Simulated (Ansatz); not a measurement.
Pt₄, relaxed as a singlet with RKS PBE0-D4/def2-SVP in Ansatz, starting from the GFN2-xTB geometry. Force threshold 0.02 eV/Å.

In the def2 sets Pt takes a core potential; there is no spin–orbit coupling. The restricted singlet is unstable towards broken spin symmetry at other levels; at PBE0-D4/def2-SVP this wasn't settled. The relaxation made no stability test and no search for a lower SCF solution. The structure comes from a short search, and lower isomers may exist.

Start:

```xyz
4

Pt    1.406    1.282    0.090
Pt   -0.528    0.673   -1.366
Pt    0.528   -0.675    1.366
Pt   -1.406   -1.281   -0.089
```

(1) Estimate the energy that the relaxation releases and the steps that it takes.

(2) Does the start keep its bonding and symmetry?

(3) Predict the relaxed structure.

## Answers

(1) 16.4 kJ/mol, in 9 steps; 25 s on 4 threads of Arm Neoverse V2 on a shared host. The force fell under the threshold at step 3, but the optimiser went on and released 0.023 eV more. No frequencies were taken in this run, so the end may be a saddle point.

(2) By distances, no bond broke or formed. The bond that changes most is Pt2–Pt3, from 3.22 to 3.38 Å (atoms count from 1). Point group D2h at the start, D2d at the end, both within 0.05 Å.

(3) 
```xyz
4

Pt    1.070    1.322    0.239
Pt   -0.375    0.522   -1.593
Pt    0.732   -0.892    1.273
Pt   -1.426   -0.953    0.081
```
Bond lengths (bridged metal pairs left out): 4 × Pt–Pt 2.47 Å.
